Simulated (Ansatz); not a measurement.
A first, cheap relaxation of `BCCCCl`.

```yaml
crystal:
  periodic: [false, false, false]
  atoms:
    - {symbol: B, position_ang: [-0.499800, 1.772200, 1.008100]}
    - {symbol: C, position_ang: [-0.701400, 0.515000, 0.086300]}
    - {symbol: C, position_ang: [0.562400, -0.305900, 0.078300]}
    - {symbol: C, position_ang: [0.537200, -1.569000, -0.752300]}
    - {symbol: Cl, position_ang: [0.370500, -1.208300, -2.507700]}
    - {symbol: H, position_ang: [-0.318700, 1.725700, 2.149000]}
    - {symbol: H, position_ang: [-0.647800, 2.893600, 0.525400]}
    - {symbol: H, position_ang: [-1.500200, -0.074000, 0.475100]}
    - {symbol: H, position_ang: [-0.939400, 0.857700, -0.904300]}
    - {symbol: H, position_ang: [1.443300, 0.303200, -0.273200]}
    - {symbol: H, position_ang: [0.826500, -0.605100, 1.157800]}
    - {symbol: H, position_ang: [-0.418500, -2.146700, -0.428600]}
    - {symbol: H, position_ang: [1.306400, -2.193200, -0.599000]}
basis:
  gaussian: {orbitals: def2-SVP}
hamiltonian: {xc: pbe, dispersion: d4}
relax: {f_tol: 0.03, max_steps: 200}
```

```sh
$ ansatz run in.yaml --threads 4 --pin off --events-out ev --progress --plain --max-ram 10444MiB
```

Shortened log:

```
Functional definition: PBE
mean field -16421.45220511 eV, -603.4772376776 hartree, gradient 7.1e-5 eV, S^2 0.000000; 0 other end points of the search recorded, 0 dependent functions left out
relax step   1: F+E_penalty+E_count = -16421.70602531 eV  Δ(F+E_penalty+E_count) = +0.000e0 eV  max|allowed force component| = 5.433e0 eV/Å  Δτ_max = 0.0000 Å  (27 SCF iters, accepted)
mean field -16421.87093460 eV, -603.4926257026 hartree, gradient 2.2e-5 eV, S^2 0.000000; 0 other end points of the search recorded, 0 dependent functions left out
relax step   2: F+E_penalty+E_count = -16422.12375169 eV  Δ(F+E_penalty+E_count) = -4.177e-1 eV  max|allowed force component| = 1.353e0 eV/Å  Δτ_max = 0.1043 Å  (28 SCF iters, accepted)
mean field -16421.94734091 eV, -603.4954335826 hartree, gradient 2.0e-5 eV, S^2 0.000000; 0 other end points of the search recorded, 0 dependent functions left out
relax step   3: F+E_penalty+E_count = -16422.19941723 eV  Δ(F+E_penalty+E_count) = -7.567e-2 eV  max|allowed force component| = 3.595e-1 eV/Å  Δτ_max = 0.0932 Å  (28 SCF iters, accepted)
mean field -16421.97659832 eV, -603.4965087728 hartree, gradient 1.0e-5 eV, S^2 0.000000; 0 other end points of the search recorded, 0 dependent functions left out
relax step   4: F+E_penalty+E_count = -16422.22775411 eV  Δ(F+E_penalty+E_count) = -2.834e-2 eV  max|allowed force component| = 3.194e-1 eV/Å  Δτ_max = 0.2000 Å  (28 SCF iters, accepted)
mean field -16422.00300261 eV, -603.4974791126 hartree, gradient 9.1e-6 eV, S^2 0.000000; 0 other end points of the search recorded, 0 dependent functions left out
relax step   5: F+E_penalty+E_count = -16422.25451312 eV  Δ(F+E_penalty+E_count) = -2.676e-2 eV  max|allowed force component| = 2.103e-1 eV/Å  Δτ_max = 0.1999 Å  (28 SCF iters, accepted)
mean field -16422.03118126 eV, -603.4985146587 hartree, gradient 7.7e-6 eV, S^2 0.000000; 0 other end points of the search recorded, 0 dependent functions left out
relax step   6: F+E_penalty+E_count = -16422.28255010 eV  Δ(F+E_penalty+E_count) = -2.804e-2 eV  max|allowed force component| = 1.935e-1 eV/Å  Δτ_max = 0.1999 Å  (28 SCF iters, accepted)
mean field -16422.04508343 eV, -603.4990255541 hartree, gradient 2.4e-5 eV, S^2 0.000000; 0 other end points of the search recorded, 0 dependent functions left out
relax step   7: F+E_penalty+E_count = -16422.29629817 eV  Δ(F+E_penalty+E_count) = -1.375e-2 eV  max|allowed force component| = 6.579e-2 eV/Å  Δτ_max = 0.1735 Å  (27 SCF iters, accepted)
mean field -16422.04743631 eV, -603.4991120208 hartree, gradient 2.0e-5 eV, S^2 0.000000; 0 other end points of the search recorded, 0 dependent functions left out
relax step   8: F+E_penalty+E_count = -16422.29834760 eV  Δ(F+E_penalty+E_count) = -2.049e-3 eV  max|allowed force component| = 7.371e-2 eV/Å  Δτ_max = 0.0749 Å  (28 SCF iters, accepted)
mean field -16422.04857874 eV, -603.4991540043 hartree, gradient 2.0e-5 eV, S^2 0.000000; 0 other end points of the search recorded, 0 dependent functions left out
relax step   9: F+E_penalty+E_count = -16422.29946551 eV  Δ(F+E_penalty+E_count) = -1.118e-3 eV  max|allowed force component| = 6.867e-2 eV/Å  Δτ_max = 0.0434 Å  (28 SCF iters, accepted)
mean field -16422.04748009 eV, -603.4991136298 hartree, gradient 2.0e-5 eV, S^2 0.000000; 0 other end points of the search recorded, 0 dependent functions left out
relax step  10: F+E_penalty+E_count = -16422.29844091 eV  Δ(F+E_penalty+E_count) = +1.025e-3 eV  max|allowed force component| = 1.366e-1 eV/Å  Δτ_max = 0.0545 Å  (28 SCF iters, rejected (line search))
mean field -16422.04947779 eV, -603.4991870438 hartree, gradient 2.0e-5 eV, S^2 0.000000; 0 other end points of the search recorded, 0 dependent functions left out
relax step  11: F+E_penalty+E_count = -16422.30042493 eV  Δ(F+E_penalty+E_count) = -9.594e-4 eV  max|allowed force component| = 3.126e-2 eV/Å  Δτ_max = 0.0266 Å  (29 SCF iters, accepted)
mean field -16422.05096878 eV, -603.4992418365 hartree, gradient 2.0e-5 eV, S^2 0.000000; 0 other end points of the search recorded, 0 dependent functions left out
relax step  12: F+E_penalty+E_count = -16422.30201024 eV  Δ(F+E_penalty+E_count) = -1.585e-3 eV  max|allowed force component| = 7.761e-2 eV/Å  Δτ_max = 0.0996 Å  (28 SCF iters, accepted)
mean field -16422.05019027 eV, -603.4992132269 hartree, gradient 2.2e-5 eV, S^2 0.000000; 0 other end points of the search recorded, 0 dependent functions left out
relax step  13: F+E_penalty+E_count = -16422.30139939 eV  Δ(F+E_penalty+E_count) = +6.108e-4 eV  max|allowed force component| = 2.475e-1 eV/Å  Δτ_max = 0.1495 Å  (27 SCF iters, rejected (line search))
mean field -16422.05314484 eV, -603.4993218054 hartree, gradient 2.0e-5 eV, S^2 0.000000; 0 other end points of the search recorded, 0 dependent functions left out
relax step  14: F+E_penalty+E_count = -16422.30439930 eV  Δ(F+E_penalty+E_count) = -2.389e-3 eV  max|allowed force component| = 7.235e-2 eV/Å  Δτ_max = 0.0748 Å  (28 SCF iters, accepted)
mean field -16422.05549543 eV, -603.4994081881 hartree, gradient 2.0e-5 eV, S^2 0.000000; 0 other end points of the search recorded, 0 dependent functions left out
relax step  15: F+E_penalty+E_count = -16422.30686128 eV  Δ(F+E_penalty+E_count) = -2.462e-3 eV  max|allowed force component| = 6.914e-2 eV/Å  Δτ_max = 0.0735 Å  (28 SCF iters, accepted)
mean field -16422.05836238 eV, -603.4995135467 hartree, gradient 2.0e-5 eV, S^2 0.000000; 0 other end points of the search recorded, 0 dependent functions left out
relax step  16: F+E_penalty+E_count = -16422.30990277 eV  Δ(F+E_penalty+E_count) = -3.041e-3 eV  max|allowed force component| = 1.533e-1 eV/Å  Δτ_max = 0.1101 Å  (27 SCF iters, accepted)
mean field -16422.05271079 eV, -603.4993058544 hartree, gradient 2.1e-5 eV, S^2 0.000000; 0 other end points of the search recorded, 0 dependent functions left out
relax step  17: F+E_penalty+E_count = -16422.30437580 eV  Δ(F+E_penalty+E_count) = +5.527e-3 eV  max|allowed force component| = 4.532e-1 eV/Å  Δτ_max = 0.1661 Å  (27 SCF iters, rejected (line search))
mean field -16422.06220369 eV, -603.4996547121 hartree, gradient 2.0e-5 eV, S^2 0.000000; 0 other end points of the search recorded, 0 dependent functions left out
relax step  18: F+E_penalty+E_count = -16422.31411330 eV  Δ(F+E_penalty+E_count) = -4.211e-3 eV  max|allowed force component| = 1.115e-1 eV/Å  Δτ_max = 0.0831 Å  (28 SCF iters, accepted)
mean field -16422.06580489 eV, -603.4997870536 hartree, gradient 2.0e-5 eV, S^2 0.000000; 0 other end points of the search recorded, 0 dependent functions left out
relax step  19: F+E_penalty+E_count = -16422.31774298 eV  Δ(F+E_penalty+E_count) = -3.630e-3 eV  max|allowed force component| = 1.161e-1 eV/Å  Δτ_max = 0.0824 Å  (29 SCF iters, accepted)
mean field -16422.06892535 eV, -603.4999017287 hartree, gradient 2.0e-5 eV, S^2 0.000000; 0 other end points of the search recorded, 0 dependent functions left out
relax step  20: F+E_penalty+E_count = -16422.32102440 eV  Δ(F+E_penalty+E_count) = -3.281e-3 eV  max|allowed force component| = 2.292e-1 eV/Å  Δτ_max = 0.1245 Å  (27 SCF iters, accepted)
mean field -16422.07352054 eV, -603.5000705988 hartree, gradient 2.0e-5 eV, S^2 0.000000; 0 other end points of the search recorded, 0 dependent functions left out
relax step  21: F+E_penalty+E_count = -16422.32588474 eV  Δ(F+E_penalty+E_count) = -4.860e-3 eV  max|allowed force component| = 3.095e-2 eV/Å  Δτ_max = 0.1470 Å  (27 SCF iters, accepted)
mean field -16422.07366302 eV, -603.5000758346 hartree, gradient 2.0e-5 eV, S^2 0.000000; 0 other end points of the search recorded, 0 dependent functions left out
relax step  22: F+E_penalty+E_count = -16422.32613506 eV  Δ(F+E_penalty+E_count) = -2.503e-4 eV  max|allowed force component| = 7.863e-2 eV/Å  Δτ_max = 0.0414 Å  (28 SCF iters, accepted)
mean field -16422.07437497 eV, -603.5001019982 hartree, gradient 2.0e-5 eV, S^2 0.000000; 0 other end points of the search recorded, 0 dependent functions left out
relax step  23: F+E_penalty+E_count = -16422.32693833 eV  Δ(F+E_penalty+E_count) = -8.033e-4 eV  max|allowed force component| = 2.259e-2 eV/Å  Δτ_max = 0.0202 Å  (29 SCF iters, accepted)
mean field -16422.07437497 eV, -603.5001019982 hartree, gradient 2.5e-5 eV, S^2 0.000000; 1 other end points of the search recorded, 0 dependent functions left out
Total energy: -16422.32697507 eV, -603.5093848809 hartree
Atom 0 at    -0.529817     1.895258     0.915000 Å, force     0.011523     0.016021    -0.002394 eV/Å
Atom 1 at    -0.625702     0.529846     0.187111 Å, force     0.002692    -0.022589    -0.005081 eV/Å
Atom 2 at     0.537974    -0.461964     0.262310 Å, force    -0.009674    -0.005801     0.003970 eV/Å
Atom 3 at     0.466644    -1.592277    -0.755915 Å, force     0.003024    -0.001581     0.002641 eV/Å
Atom 4 at     0.518150    -0.969149    -2.457599 Å, force     0.001202    -0.001361     0.001607 eV/Å
Atom 5 at     0.553243     2.359932     1.233401 Å, force    -0.004940     0.006464     0.002603 eV/Å
Atom 6 at    -1.529895     2.568117     1.095695 Å, force     0.005116    -0.001450     0.000231 eV/Å
Atom 7 at    -1.610930     0.029200     0.310184 Å, force    -0.006444    -0.006521    -0.005888 eV/Å
Atom 8 at    -0.672186     0.926043    -0.870461 Å, force    -0.007798     0.011546     0.008164 eV/Å
Atom 9 at     1.503314     0.074151     0.144725 Å, force     0.006009     0.003516     0.002020 eV/Å
Atom 10 at     0.568532    -0.933821     1.270395 Å, force    -0.000324    -0.000705    -0.008878 eV/Å
Atom 11 at    -0.476851    -2.167434    -0.665762 Å, force     0.005544    -0.000223     0.002692 eV/Å
Atom 12 at     1.318023    -2.292702    -0.654185 Å, force    -0.005928     0.002684    -0.001685 eV/Å
Dipole moment:    -0.015659    -0.250273     0.241295 e Å
```

It took 28 s on 4 threads of an Arm Neoverse V2 on a shared host, with 0.15 GiB of host memory at the peak.
